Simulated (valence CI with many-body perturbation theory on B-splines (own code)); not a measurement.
## Sm48+: electric-dipole lines

Method: valence CI with perturbative core correlation (CI+MBPT): four valence electrons over a frozen Dirac-Fock core [Ne], a basis of 11 s, 11 p, 9 d, 7 f, 5 g, 2 h, 1 i functions for each j, with the one-electron correlation potential Σ1 (screened to all orders), the two-electron term Σ2, the three-electron term Σ3, Breit, model QED; selected single and double excitations, second order for the rest (own B-spline code, finite nucleus).

The last digits are not significant, and no measured levels were compared; by estimate large intervals hold to a few tenths of a per cent, small ones and those within an open d or f shell to about a per cent.

Lines 151 to 200 of 239 in falling wavelength, among levels below 706.90 eV, chosen from the strongest by gf and those to the six lowest levels. Wavelengths and rates use the calculated energies. Electric multipoles are in the length gauge, E1 and E2 with the static RPA response of the core. Weak lines are less certain than strong ones. Lines between different terms over intervals too small for the method are left out, as are lines whose strength nearly cancels. The highest levels of a list are the least certain.

Levels are named by their leading jj configuration (3d3/2^4 stands for four electrons in 3d with j = 3/2), which in mixed levels can hold well under half, so a name can repeat and another be missing. Letters in brackets count levels of one name in rising energy.

| λ vac (nm) | Upper | Lower | A (s⁻¹) | log gf | Branch % |
| --- | --- | --- | --- | --- | --- |
| 4.167 | (3s 3p1/2 3p3/2 3d5/2) J=1 [a] | (3s^2 3p1/2 3d5/2) J=2 | 9.69e+10 | -1.12 | 32.5 |
| 4.162 | (3s 3p1/2 3p3/2^2) J=2 [b] | (3s^2 3p1/2 3p3/2) J=2 | 4.21e+11 | -0.26 | 94.3 |
| 4.154 | (3s 3p1/2 3p3/2 3d3/2) J=1 [e] | (3s^2 3p1/2 3d3/2) J=1 | 1.09e+11 | -1.07 | 12.7 |
| 4.146 | (3s 3p1/2 3p3/2 3d3/2) J=2 [d] | (3s^2 3p1/2 3d3/2) J=2 | 4.02e+10 | -1.29 | 4.5 |
| 4.143 | (3p1/2^2 3p3/2^2) J=0 | (3s 3p1/2^2 3p3/2) J=1 | 3.34e+11 | -1.07 | 84.1 |
| 4.122 | (3s 3p1/2 3p3/2 3d5/2) J=2 [b] | (3s^2 3p1/2 3d3/2) J=1 | 4.02e+10 | -1.29 | 8.3 |
| 4.104 | (3s 3p1/2 3p3/2 3d3/2) J=2 [a] | (3s 3p1/2^2 3p3/2) J=2 | 3.71e+10 | -1.33 | 18.7 |
| 4.092 | (3s 3p3/2^3) J=1 | (3s^2 3p3/2^2) J=0 | 4.41e+11 | -0.48 | 32.3 |
| 4.083 | (3s 3p1/2 3p3/2^2) J=1 [a] | (3s^2 3p1/2 3p3/2) J=1 | 2.97e+11 | -0.65 | 91.7 |
| 4.079 | (3s 3p1/2 3p3/2 3d3/2) J=3 [c] | (3s^2 3p1/2 3d3/2) J=2 | 5.64e+11 | -0.01 | 96.3 |
| 4.061 | (3s 3p1/2 3p3/2 3d3/2) J=1 [c] | (3s^2 3p1/2 3d3/2) J=2 | 6.37e+11 | -0.33 | 80.9 |
| 4.058 | (3s 3p1/2 3p3/2^2) J=2 [b] | (3s^2 3p1/2 3p3/2) J=1 | 1.07e+10 | -1.88 | 2.4 |
| 4.048 | (3s 3p1/2 3p3/2^2) J=1 [b] | (3s^2 3p1/2 3p3/2) J=2 | 6.55e+11 | -0.32 | 70.2 |
| 4.036 | (3s 3p1/2 3p3/2 3d5/2) J=3 [d] | (3s^2 3p1/2 3d5/2) J=3 | 2.96e+11 | -0.30 | 46.9 |
| 4.035 | (3s 3p1/2 3p3/2 3d5/2) J=1 [b] | (3s^2 3p1/2 3d5/2) J=2 | 1.38e+11 | -1.00 | 35.3 |
| 4.024 | (3s 3p1/2 3p3/2 3d5/2) J=2 [c] | (3s^2 3p1/2 3d5/2) J=3 | 1.42e+11 | -0.76 | 28.0 |
| 4.018 | (3s 3p1/2 3p3/2 3d5/2) J=3 [d] | (3s^2 3p1/2 3d5/2) J=2 | 3.59e+10 | -1.22 | 5.7 |
| 4.006 | (3s 3p1/2 3p3/2 3d5/2) J=2 [c] | (3s^2 3p1/2 3d5/2) J=2 | 6.75e+10 | -1.09 | 13.3 |
| 3.978 | (3s 3p1/2 3p3/2 3d3/2) J=1 [a] | (3s 3p1/2^2 3p3/2) J=2 | 1.09e+10 | -2.11 | 44.6 |
| 3.950 | (3s 3p1/2 3p3/2^2) J=1 [b] | (3s^2 3p1/2 3p3/2) J=1 | 2.60e+11 | -0.74 | 27.8 |
| 3.944 | (3s 3p1/2 3p3/2 3d5/2) J=2 [d] | (3s^2 3p1/2 3d5/2) J=3 | 4.23e+11 | -0.31 | 42.8 |
| 3.929 | (3s 3p1/2 3p3/2 3d3/2) J=3 [a] | (3s 3p1/2^2 3p3/2) J=2 | 1.59e+10 | -1.59 | 57.7 |
| 3.927 | (3s 3p1/2 3p3/2 3d5/2) J=2 [d] | (3s^2 3p1/2 3d5/2) J=2 | 1.45e+11 | -0.78 | 14.7 |
| 3.919 | (3s 3p1/2 3p3/2 3d3/2) J=2 [c] | (3s 3p1/2^2 3p3/2) J=1 | 3.49e+10 | -1.40 | 9.4 |
| 3.918 | (3s 3p1/2 3p3/2 3d3/2) J=2 [b] | (3s 3p1/2^2 3p3/2) J=2 | 1.26e+11 | -0.84 | 41.5 |
| 3.892 | (3s 3p1/2 3p3/2 3d3/2) J=1 [d] | (3s^2 3p1/2 3d3/2) J=2 | 1.62e+11 | -0.96 | 21.6 |
| 3.881 | (3s 3p3/2^3) J=1 | (3s^2 3p3/2^2) J=2 | 9.22e+11 | -0.20 | 67.5 |
| 3.880 | (3s^2 3d3/2^2) J=2 | (3s^2 3p1/2 3d5/2) J=3 | 3.24e+10 | -1.44 | 1.7 |
| 3.821 | (3s 3p1/2 3p3/2 3d5/2) J=2 [c] | (3s^2 3p1/2 3d3/2) J=1 | 2.99e+10 | -1.49 | 5.9 |
| 3.817 | (3s 3p1/2 3p3/2 3d3/2) J=2 [d] | (3s 3p1/2^2 3p3/2) J=1 | 1.18e+10 | -1.89 | 1.3 |
| 3.816 | (3s 3p1/2 3p3/2 3d3/2) J=1 [b] | (3s 3p1/2^2 3p3/2) J=1 | 1.87e+10 | -1.91 | 2.4 |
| 3.789 | (3s 3p1/2 3p3/2 3d3/2) J=2 [e] | (3s^2 3p1/2 3d3/2) J=2 | 2.75e+11 | -0.53 | 24.3 |
| 3.746 | (3s 3p1/2 3p3/2 3d3/2) J=1 [c] | (3s 3p1/2^2 3p3/2) J=1 | 8.23e+10 | -1.28 | 10.4 |
| 3.691 | (3s^2 3d3/2^2) J=2 | (3s^2 3p1/2 3d3/2) J=1 | 1.08e+12 | 0.04 | 58.3 |
| 3.665 | (3s 3p1/2 3p3/2 3d5/2) J=2 [a] | (3s 3p1/2^2 3p3/2) J=1 | 1.46e+09 | -2.83 | 0.7 |
| 3.651 | (3s 3p1/2 3p3/2 3d3/2) J=2 [c] | (3s 3p1/2^2 3p3/2) J=2 | 8.20e+10 | -1.09 | 22.1 |
| 3.612 | (3s 3p1/2 3p3/2 3d3/2) J=3 [b] | (3s 3p1/2^2 3p3/2) J=2 | 5.94e+11 | -0.09 | 94.2 |
| 3.601 | (3s 3p1/2 3p3/2 3d3/2) J=1 [d] | (3s 3p1/2^2 3p3/2) J=1 | 4.63e+11 | -0.57 | 61.7 |
| 3.594 | (3s^2 3p3/2 3d3/2) J=3 | (3s^2 3p1/2 3p3/2) J=2 | 7.18e+11 | -0.01 | 99.8 |
| 3.584 | (3s^2 3p3/2 3d3/2) J=2 | (3s^2 3p1/2 3p3/2) J=2 | 9.09e+11 | -0.06 | 68.2 |
| 3.575 | (3s^2 3p3/2 3d3/2) J=1 | (3s^2 3p1/2 3p3/2) J=2 | 1.14e+11 | -1.18 | 10.7 |
| 3.562 | (3s 3p1/2 3p3/2 3d3/2) J=2 [d] | (3s 3p1/2^2 3p3/2) J=2 | 8.22e+11 | -0.11 | 92.2 |
| 3.561 | (3s 3p1/2 3p3/2 3d3/2) J=1 [b] | (3s 3p1/2^2 3p3/2) J=2 | 7.14e+11 | -0.39 | 92.6 |
| 3.518 | (3s 3p1/2 3p3/2 3d3/2) J=0 [b] | (3s 3p1/2^2 3p3/2) J=1 | 5.71e+11 | -0.97 | 63.5 |
| 3.513 | (3s 3p1/2 3p3/2 3d3/2) J=3 [c] | (3s 3p1/2^2 3p3/2) J=2 | 5.76e+09 | -2.13 | 1.0 |
| 3.513 | (3s 3p1/2 3p3/2 3d3/2) J=2 [e] | (3s 3p1/2^2 3p3/2) J=1 | 3.57e+11 | -0.48 | 31.5 |
| 3.507 | (3s^2 3p3/2 3d3/2) J=2 | (3s^2 3p1/2 3p3/2) J=1 | 4.23e+11 | -0.41 | 31.7 |
| 3.500 | (3s 3p1/2 3p3/2 3d3/2) J=1 [c] | (3s 3p1/2^2 3p3/2) J=2 | 2.41e+10 | -1.88 | 3.1 |
| 3.499 | (3s^2 3p3/2 3d3/2) J=1 | (3s^2 3p1/2 3p3/2) J=1 | 9.54e+11 | -0.28 | 89.2 |
| 3.490 | (3s^2 3p1/2 3d3/2) J=1 | (3s^2 3p1/2^2) J=0 | 1.30e+12 | -0.15 | 99.7 |

Q: How does gf follow from A for the line at 4.143 nm?

A: gf = 1.4992 × (2J+1)_upper × A / σ², with σ = 2413992 cm⁻¹ and 2J+1 = 1: gf = 0.0858.
